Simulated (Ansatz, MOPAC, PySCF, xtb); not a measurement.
Spectroscopic constants of BeH+, closed-shell singlet (the spin of the measured ground state).

The constants come from a fifth-degree fit in 1/R (seven points, main isotopes). Runs in def2 and cc sets follow the lowest solution found near the PBE0 minimum. The singlet is held restricted. HF and MP2 rows in def2 and cc sets belong to the determinant that coupled cluster picked by its CCSD energy.

Programs: Ansatz (a program for electronic structure) with Gaussian orbitals; MOPAC for PM3, PM6 (differences of heats of formation); PySCF for 3-21G rows, 6-31G* rows, STO-3G rows; xtb for the GFN methods. Each number belongs to the level named beside it.

```csv
level,r_e (Å),ω_e (cm⁻¹),ω_e x_e (cm⁻¹),B_e (cm⁻¹)
PM3,1.273,1830,-24,11.5
PM6,1.329,2644,31,10.5
GFN2-xTB,1.398,1451,28,9.52
HF/STO-3G,1.323,2509,24,10.6
HF/3-21G,1.319,2324,33,10.7
HF/6-31G*,1.313,2348,31,10.8
HF/aug-cc-pVTZ,1.306,2309,31,10.9
HF/def2-TZVPP,1.314,2292,29,10.8
SVWN5/def2-TZVPP,1.345,2084,34,10.3
PBE/def2-TZVPP,1.337,2110,34,10.4
r2SCAN/def2-TZVPP,1.321,2203,34,10.7
BHLYP/def2-TZVPP,1.312,2248,32,10.8
wB97M-V/def2-TZVPP,1.315,2226,31,10.8
B2PLYP/def2-TZVPP,1.317,2208,34,10.7
MP2/6-31G*,1.321,2281,34,10.7
MP2/aug-cc-pVTZ,1.309,2264,34,10.9
MP2/aug-cc-pVQZ,1.307,2275,34,10.9
MP2/def2-QZVPP,1.303,2286,34,10.9
MP2/aug-cc-pV5Z,1.307,2278,34,10.9
"MP2/CBS(aug-cc-pVQZ, aug-cc-pV5Z)",1.307,2281,34,10.9
SCS-MP2/def2-TZVPP,1.312,2238,33,10.8
SCS-MP2/aug-cc-pVQZ,1.308,2267,35,10.9
SCS-MP2/aug-cc-pV5Z,1.307,2271,35,10.9
CCSD/aug-cc-pVTZ,1.316,2195,39,10.7
CCSD/def2-QZVPP,1.311,2220,39,10.8
CCSD(T)/aug-cc-pVTZ,1.316,2195,39,10.7
CCSD(T)/def2-TZVPP,1.321,2170,38,10.7
CCSD(T)/def2-QZVPP,1.311,2218,39,10.8
CCSD(T)/aug-cc-pV5Z,1.314,2212,39,10.8
"CCSD(T)/CBS(aug-cc-pVQZ, aug-cc-pV5Z)",1.314,2214,40,10.8
```

Correlated levels freeze the inner cores; with def2 sets outer-core shells near the valence are correlated too. CBS(a, b) extrapolates the correlation energy as X⁻³ and adds the Hartree–Fock energy of set b. Rows in 3-21G, 6-31G*, STO-3G carry no dispersion term and start afresh at each structure (6-31G* with six Cartesian d functions). MP2/6-31G* freezes PySCF's default core, which is smaller on s-block atoms. The state that PM3, PM6 reach isn't checked.

Measured for the ground state: r_e 1.3122 Å, ω_e 2221.7 cm-1, ω_e x_e 39.79 cm-1, B_e 10.8 cm-1, α_e 0.294 cm-1 [Huber and Herzberg (1979), NIST Chemistry WebBook].
